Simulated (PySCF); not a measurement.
## Gas-phase XPS of methyl(difluoro)silyl chloride, computed

Methyl(difluoro)silyl chloride, CH₃ClF₂Si.
SMILES with atom numbers: `[CH3:1][Si:2]([F:3])([F:4])[Cl:5]`

Method: delta-SCF UKS SCAN, pcX-2 on the ionised atom, pcseg-1 elsewhere, spin-free X2C (PySCF). Binding energies are ΔSCF values: E(core-ionised, relaxed orbitals) − E(ground state) at a fixed geometry, referred to the vacuum level.

Problem. Give the core binding energies atom by atom.

Solution. 
```json
{"atom(s)": "Si2", "environment": "fluorine-bound silicon", "level": "Si 2p3/2", "binding energy (eV)": "109.79", "2p1/2 (eV)": "110.41", "count": "1"}
{"atom(s)": "Cl5", "environment": "silicon-bound chlorine", "level": "Cl 2p3/2", "binding energy (eV)": "206.71", "2p1/2 (eV)": "208.36", "count": "1"}
{"atom(s)": "C1", "environment": "Si-methyl carbon", "level": "C 1s", "binding energy (eV)": "291.42", "2p1/2 (eV)": "–", "count": "1"}
{"atom(s)": "F3/F4", "environment": "silicon-bound fluorine", "level": "F 1s", "binding energy (eV)": "693.12", "2p1/2 (eV)": "–", "count": "2"}
{"atom(s)": "Si2", "environment": "fluorine-bound silicon", "level": "Si 1s", "binding energy (eV)": "1850.05", "2p1/2 (eV)": "–", "count": "1"}
{"atom(s)": "Cl5", "environment": "silicon-bound chlorine", "level": "Cl 1s", "binding energy (eV)": "2829.29", "2p1/2 (eV)": "–", "count": "1"}
```

Problem. Which effective nuclear charge Zeff reproduces each element's mean 1s value in the hydrogen-like formula E = 13.606 eV × Zeff²?

Solution. C (Z = 6): mean 291.4 eV, Zeff = 4.63, Z − Zeff = 1.37; F (Z = 9): mean 693.1 eV, Zeff = 7.14, Z − Zeff = 1.86; Si (Z = 14): mean 1850.1 eV, Zeff = 11.66, Z − Zeff = 2.34; Cl (Z = 17): mean 2829.3 eV, Zeff = 14.42, Z − Zeff = 2.58. Means run over the listed sites, weighted by atom count.

Problem. Which photon energy gives electrons from F 1s of F3/F4 a kinetic energy of 150 eV, and what is their de Broglie wavelength?

Solution. hν = 693.12 + 150 = 843.12 eV, recoil neglected; λ = 12.264 Å/√(E/eV) = 1.00 Å.

The first atom of each set that the bonding makes equivalent was ionised and stands for the set. The 2p values add to the ΔSCF energy of one spin-free hole a correction within the shell (spin–orbit coupling, ligand field). 2p1/2 minus 2p3/2 (ligand field included): Si 0.63 eV, Cl 1.65 eV. Geometry: PBE0-D3(BJ)/def2-SVP; no solvent, vibrations or thermal averaging.
